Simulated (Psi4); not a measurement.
CS (SMILES [C-]#[S+]), singlet, at a GFN2-xTB geometry, with bond 1-2 at 1.6 times its length; TPSS/STO-3G in Psi4.

Psi4 was given this input:
```
memory 2 GB

molecule {
0 1
C     0.00000000    0.00000000   -2.01910246
S     0.00000000    0.00000000    0.41488407
}

set {
  basis sto-3g
  level_shift 0.3
}

energy('tpss')
print_variables()
```

Predict the main parts of the log of this Psi4 run.


```
   => Loading Basis Set <=

    Name: STO-3G
    Role: ORBITAL
    Keyword: BASIS

         ---------------------------------------------------------
                                   SCF
               by Justin Turney, Rob Parrish, Andy Simmonett
                          and Daniel G. A. Smith
                              RKS Reference
         ---------------------------------------------------------

  ==> Geometry <==

    Molecular point group: c2v
    Full point group: C_inf_v

    Geometry (in Angstrom), charge = 0, multiplicity = 1:

       Center              X                  Y                   Z               Mass
    ------------   -----------------  -----------------  -----------------  -----------------
         C            0.000000000000     0.000000000000    -1.769750400568    12.000000000000
         S            0.000000000000     0.000000000000     0.664236129432    31.972071174400

  Running in c2v symmetry.

  Rotational constants: A = ************  B =      0.32613  C =      0.32613 [cm^-1]
  Rotational constants: A = ************  B =   9777.00334  C =   9777.00334 [MHz]
  Nuclear repulsion =   20.871525621926921

  Charge       = 0
  Multiplicity = 1
  Electrons    = 22
  Nalpha       = 11
  Nbeta        = 11

  ==> Algorithm <==

  SCF Algorithm Type is DF.
  DIIS enabled.
  MOM disabled.
  Fractional occupation disabled.
  Guess Type is SAD.
  Energy threshold   = 1.00e-06
  Density threshold  = 1.00e-06
  Integral threshold = 1.00e-12

  ==> Primary Basis <==

  Basis Set: STO-3G
    Blend: STO-3G
    Number of shells: 8
    Number of basis functions: 14
    Number of Cartesian functions: 14
    Spherical Harmonics?: true
    Max angular momentum: 1

  ==> DFT Potential <==

   => LibXC <=

    Version 7.1.2
    S. Lehtola, C. Steigemann, M. J. T. Oliveira, and M. A. L. Marques,  SoftwareX 7, 1–5 (2018) (10.1016/j.softx.2017.11.002)

   => Composite Functional: TPSS <=

    TPSS Meta-GGA XC Functional

    J. Tao, et al., Phys. Rev. Lett., 91, 146401, 2003

    Deriv               =              1
    GGA                 =           TRUE
    Meta                =           TRUE

    Exchange Hybrid     =          FALSE
    MP2 Hybrid          =          FALSE

   => Exchange Functionals <=

    1.0000   XC_MGGA_X_TPSS

   => Correlation Functionals <=

    1.0000   XC_MGGA_C_TPSS

   => LibXC Density Thresholds  <==

    XC_MGGA_C_TPSS:  1.00E-15
    XC_MGGA_X_TPSS:  1.00E-15

   => Molecular Quadrature <=

    Radial Scheme          =       TREUTLER
    Pruning Scheme         =           NONE
    Nuclear Scheme         =       TREUTLER

    Blocking Scheme        =         OCTREE
    BS radius alpha        =              1
    Pruning alpha          =              1
    Radial Points          =             75
    Spherical Points       =            302
    Total Points           =          39969
    Total Blocks           =            359
    Max Points             =            255
    Max Functions          =             14
    Weights Tolerance      =       1.00E-15

   => Loading Basis Set <=

    Name: (STO-3G AUX)
    Role: JKFIT
    Keyword: DF_BASIS_SCF

  ==> Integral Setup <==

  SCF_SUBTYPE=INCORE selected. In-core MEM_DF algorithm will be used.
  Using in-core AOs.

  ==> MemDFJK: Density-Fitted J/K Matrices <==

    J tasked:                   Yes
    K tasked:                    No
    wK tasked:                   No
    Algorithm:                 Core
    Schwarz Cutoff:           1E-12
    Mask sparsity (%):       5.1020
    Fitting Condition:        1E-10

   => Auxiliary Basis Set <=

  Basis Set: (STO-3G AUX)
    Blend: DEF2-UNIVERSAL-JKFIT
    Number of shells: 63
    Number of basis functions: 203
    Number of Cartesian functions: 244
    Spherical Harmonics?: true
    Max angular momentum: 4

  Minimum eigenvalue in the overlap matrix is 5.8233693726E-01.
  Reciprocal condition number of the overlap matrix is 4.0545327408E-01.
    Using symmetric orthogonalization.

[...]
   @DF-RKS iter   9:  -429.90392848437489   -2.66213e-01   1.60116e-01 ADIIS/SHIFT
   @DF-RKS iter  10:  -430.12563692431416   -2.21708e-01   1.48219e-01 ADIIS/SHIFT
   @DF-RKS iter  11:  -430.32986939385370   -2.04232e-01   1.34590e-01 ADIIS/SHIFT
   @DF-RKS iter  12:  -430.01107432849722    3.18795e-01   6.70478e-02 DIIS/ADIIS/SHIFT
   @DF-RKS iter  13:  -430.25301571213231   -2.41941e-01   7.40680e-02 DIIS/ADIIS/SHIFT
   @DF-RKS iter  14:  -430.48838393531963   -2.35368e-01   7.40710e-02 DIIS/ADIIS/SHIFT
   @DF-RKS iter  15:  -430.66878685398353   -1.80403e-01   6.89918e-02 DIIS/ADIIS/SHIFT
   @DF-RKS iter  16:  -430.80462321637901   -1.35836e-01   6.17882e-02 DIIS/ADIIS/SHIFT
   @DF-RKS iter  17:  -430.90098303604265   -9.63598e-02   5.42313e-02 DIIS/ADIIS/SHIFT
   @DF-RKS iter  18:  -430.97289959391730   -7.19166e-02   4.64914e-02 DIIS/ADIIS/SHIFT
   @DF-RKS iter  19:  -431.01978243113155   -4.68828e-02   3.98070e-02 DIIS/ADIIS/SHIFT
   @DF-RKS iter  20:  -431.05088373406011   -3.11013e-02   3.41424e-02 DIIS/ADIIS/SHIFT
   @DF-RKS iter  21:  -431.06701691949081   -1.61332e-02   3.06536e-02 DIIS/ADIIS/SHIFT
   @DF-RKS iter  22:  -431.10509127802777   -3.80744e-02   1.96724e-02 DIIS/ADIIS/SHIFT
   @DF-RKS iter  23:  -431.11873384568736   -1.36426e-02   9.87885e-03 DIIS/ADIIS
   @DF-RKS iter  24:  -431.12072719528237   -1.99335e-03   7.63903e-03 DIIS/ADIIS
   @DF-RKS iter  25:  -431.12359614007312   -2.86894e-03   3.12441e-04 DIIS/ADIIS
   @DF-RKS iter  26:  -431.12356998760538    2.61525e-05   8.14590e-04 DIIS/ADIIS
   @DF-RKS iter  27:  -431.12358291392974   -1.29263e-05   6.26771e-04 DIIS/ADIIS
   @DF-RKS iter  28:  -431.12360181767338   -1.89037e-05   3.22895e-05 DIIS
   @DF-RKS iter  29:  -431.12360186423825   -4.65649e-08   9.16343e-06 DIIS
   @DF-RKS iter  30:  -431.12360186827334   -4.03509e-09   4.81280e-07 DIIS
  Energy and wave function converged.

  ==> Post-Iterations <==

   Electrons on quadrature grid:
      Ntotal   =   21.9999978000 ; deviation = -2.200e-06

    Orbital Energies [Eh]
    ---------------------

    Doubly Occupied:

[...]
    Virtual:

[...]
    Final Occupation by Irrep:
             A1    A2    B1    B2
    DOCC [     7,    0,    2,    2 ]
    NA   [     7,    0,    2,    2 ]
    NB   [     7,    0,    2,    2 ]

  @DF-RKS Final Energy:  -431.12360186827334

   => Energetics <=

    Nuclear Repulsion Energy =             20.8715256219269207
    One-Electron Energy =                -640.2569845664398827
    Two-Electron Energy =                 219.3437576454004727
    DFT Exchange-Correlation Energy =     -31.0819005691608687
    Empirical Dispersion Energy =           0.0000000000000000
    VV10 Nonlocal Energy =                  0.0000000000000000
    Total Energy =                       -431.1236018682733402

Computation Completed

Properties will be evaluated at   0.000000,   0.000000,   0.000000 [a0]

Properties computed using the SCF density matrix

 Multipole Moments:

 ------------------------------------------------------------------------------------
     Multipole            Electronic (a.u.)      Nuclear  (a.u.)        Total (a.u.)
 ------------------------------------------------------------------------------------

 L = 1.  Multiply by 2.5417464519 to convert [e a0] to [Debye]
 Dipole X            :          0.0000000            0.0000000            0.0000000
 Dipole Y            :          0.0000000            0.0000000            0.0000000
 Dipole Z            :         -0.1307910            0.0175285           -0.1132625
 Magnitude           :                                                    0.1132625

 ------------------------------------------------------------------------------------

  Variable Map:
  ----------------------------------------------------------------------------
[...]
  Array Variable Map:
  ----------------------------------------------------------------------------
[...]
[...]
```
